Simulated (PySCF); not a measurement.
**[Pb(OH)5]−: one run**

[Pb(OH)5]− (singlet). PySCF 2.14.0, RKS PBE0, Pb def2-SVP with ECP60, O def2-SVP, H def2-SVP; non-relativistic Hamiltonian with scalar-relativistic core potentials where named; density fitting; no spin-orbit coupling. Purpose: singlet excitations, Tamm-Dancoff PBE0.

```python
mol = gto.M(atom='''
Pb    -0.01744     0.13373     0.14896
O     -0.22692     0.27035     2.31082
H      0.73588     0.21852     2.49480
O      2.15213     0.08255     0.46706
H      2.31470    -0.82310     0.12938
O     -0.15865     1.95991    -0.99783
H     -1.14081     1.95729    -1.03313
O     -2.22233    -0.04735    -0.04181
H     -2.44866    -0.04409     0.91134
O      0.09439    -1.80687    -0.83235
H     -0.87818    -1.94343    -0.84992''',
    basis={'Pb': 'def2-SVP', 'O': 'def2-SVP', 'H': 'def2-SVP'},
    ecp={'Pb': 'def2-SVP'},
    charge=-1, spin=0)
mf = dft.RKS(mol, xc='PBE0')
mf.grids.atom_grid = (50, 194)
mf = mf.density_fit()  # fitting sets: Pb def2-universal-JKFIT, O def2-universal-JKFIT, H def2-universal-JKFIT
mf.conv_tol = 1e-08; mf.max_cycle = 55
mf.kernel(dm0)  # dm0: converged density of the relaxed state
td = mf.TDA(); td.nstates = 8; td.kernel()
```

Run from Python with OMP_NUM_THREADS=2; the lines above give its settings. Where DIIS fails, smearing, a level shift and second-order steps follow.
It took 53 s on 2 threads of Arm Neoverse V1, with other jobs on the host, from an already converged density.

Task: Where do the frontier levels lie, over both spins?

Result: HOMO -2.85 eV, LUMO 2.24 eV. 

Task: What are the Mulliken charges and spins?

Result: 
```tsv
atom	charge (e)	spin (e)
Pb1	0.895	0.000
O2	-0.552	0.000
H3	0.172	0.000
O4	-0.547	0.000
H5	0.169	0.000
O6	-0.525	0.000
H7	0.176	0.000
O8	-0.573	0.000
H9	0.166	0.000
O10	-0.551	0.000
H11	0.171	0.000
```

Task: Which singlet excitations follow (Tamm-Dancoff, 8 states)?

Result: 
| state | eV | oscillator strength |
| --- | --- | --- |
| 1 | 3.92 | 0.0024 |
| 2 | 3.94 | 0.0039 |
| 3 | 3.99 | 0.0003 |
| 4 | 4.24 | 0.0343 |
| 5 | 4.32 | 0.0502 |
| 6 | 4.99 | 0.0007 |
| 7 | 5.96 | 0.2087 |
| 8 | 6.10 | 0.1602 |
For an anion in a basis without diffuse functions, states above the detachment energy aren't bound: they are resonances at best, or continuum confined by the basis.
Functionals without range separation put charge-transfer states too low; the basis has no diffuse functions.

The geometry was relaxed with PBE (Pb def2-SVP with ECP60, O def2-SVP, H def2-SVP).
